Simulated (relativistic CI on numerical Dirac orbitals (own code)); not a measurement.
**Slater and spin-orbit integrals, Cs XLVIII**

Computed by Dirac-Coulomb-Breit CI, KLI orbitals optimised for each configuration, model QED (radiative potential, 1s self-energy scaled to tabulated hydrogen-like ionisation energies), unscaled Slater integrals (own radial code, finite nucleus).

Slater integrals F^k, G^k are unscaled and averaged over j, outside the closed core 1s2; ζ comes from projecting the Hamiltonian with its Breit term on Σ l·s of the shell.

- 2s2.2p4: F^2(2p,2p) = 1.007e+06, ζ(2p) = 1.9894e+06 cm⁻¹; <r>(2p) = 0.09413, <r^2>(2p) = 0.01076 (bohr units).
- 2s.2p5: G^1(2s,2p) = 1.0762e+06, ζ(2p) = 1.9817e+06 cm⁻¹; <r>(2s) = 0.1082, <r^2>(2s) = 0.01381, <r>(2p) = 0.09427, <r^2>(2p) = 0.01079 (bohr units).
- 2p5.3s: ζ(2p) = 2.0056e+06, G^1(2p,3s) = 106710 cm⁻¹; <r>(2p) = 0.09387, <r^2>(2p) = 0.0107, <r>(3s) = 0.2549, <r^2>(3s) = 0.07406 (bohr units).

Averages of the first 10 configurations, taken without configuration mixing, which lowers the lowest level and can move excited configurations by several eV; other configurations of the list can lie among them:

```json
{"Configuration": "2s2.2p4", "Parity": "even", "States": "15", "Average energy above the lowest level (eV)": "253.5"}
{"Configuration": "2s.2p5", "Parity": "odd", "States": "12", "Average energy above the lowest level (eV)": "777.0"}
{"Configuration": "2p6", "Parity": "even", "States": "1", "Average energy above the lowest level (eV)": "1344.2"}
{"Configuration": "2p5.3s", "Parity": "odd", "States": "12", "Average energy above the lowest level (eV)": "6046.5"}
{"Configuration": "2p5.3p", "Parity": "even", "States": "36", "Average energy above the lowest level (eV)": "6190.5"}
{"Configuration": "2p5.3d", "Parity": "odd", "States": "60", "Average energy above the lowest level (eV)": "6329.3"}
{"Configuration": "2s2.2p3.3s", "Parity": "odd", "States": "40", "Average energy above the lowest level (eV)": "5011.2"}
{"Configuration": "2s2.2p3.3p", "Parity": "even", "States": "120", "Average energy above the lowest level (eV)": "5162.4"}
{"Configuration": "2s2.2p3.3d", "Parity": "odd", "States": "200", "Average energy above the lowest level (eV)": "5301.6"}
{"Configuration": "2s.2p4.3s", "Parity": "even", "States": "60", "Average energy above the lowest level (eV)": "5506.9"}
```
